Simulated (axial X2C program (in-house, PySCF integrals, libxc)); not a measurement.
# Potential curves of KMg, two-component

All values were computed with an in-house relativistic program for diatomic molecules. Two-component (2c) means X2C with spin–orbit coupling and atomic mean-field two-electron Coulomb and Gaunt terms. Basis: K dyall-cv3z [11s12p6d3f], Mg dyall-cv3z [9s8p6d3f] (cores contracted in-house); Gaussian nuclei, density fitting, unrestricted open shells. Masses: K 38.964 u, Mg 23.985 u.

State: Ω = 1/2 (⟨Sz⟩ = 0.50, ⟨Lz⟩ = 0.00 at HF). Energies in eV from the fragments at the same level (K + Mg). Fits are polynomials in 1 − R0/R over 0.85 to 1.23 times the lowest point R0.

```csv
R (Å),CCSD(T),PBE0,BLYP
3.4409,,-0.0917,-0.0007
3.5991,-0.0489,-0.1325,-0.0446
3.7177,-0.0688,-0.1489,-0.0641
3.8363,-0.0807,-0.1565,-0.0754
3.9550,-0.0869,-0.1578,-0.0805
4.0934,-0.0892,-0.1536,-0.0812
4.2319,-0.0880,-0.1454,-0.0780
4.4098,-0.0835,-0.1315,-0.0706
4.6273,,-0.1127,-0.0596
4.9437,,-0.0857,-0.0433
```

Correlated methods: 11 electrons correlated (number of frozen shells: K 2 s, 1 p; Mg 2 s, 1 p), 283 virtual spin orbitals or spinors in MP2, 90 natural virtuals in coupled cluster.

The state is one determinant whose occupation by symmetry is held fixed; it was picked as the lowest of a PBE0 search that is not exhaustive. Dissociation energies refer to the lowest single-determinant-based atoms at the same level and basis. Density functionals use the spin component along the axis (collinear). CCSD and (T) use frozen natural virtuals with an MP2 correction for the truncation; (T) itself is uncorrected, so its De runs slightly low. Coupled cluster ran on the points near the minimum only. MP2 and coupled cluster on one determinant become unreliable at the stretched end.

Problem. What are Re, ωe and De at the CCSD(T) level?

Solution. At CCSD(T), 2c: Re = 4.105 Å, ωe ≈ 55.8 cm⁻¹, De = 0.09 eV to K + Mg; Be follows as 0.0674 cm⁻¹.

Problem. Fit the PBE0 curve near its minimum: give the equilibrium distance, the harmonic wavenumber and the well depth.

Solution. At PBE0, 2c: Re = 3.922 Å, ωe ≈ 80.3 cm⁻¹, De = 0.16 eV to K + Mg; Be follows as 0.0738 cm⁻¹.

Problem. What are Re, ωe and De at the BLYP level?

Solution. At BLYP, 2c: Re = 4.041 Å, ωe ≈ 65.7 cm⁻¹, De = 0.08 eV to K + Mg; Be follows as 0.0695 cm⁻¹.
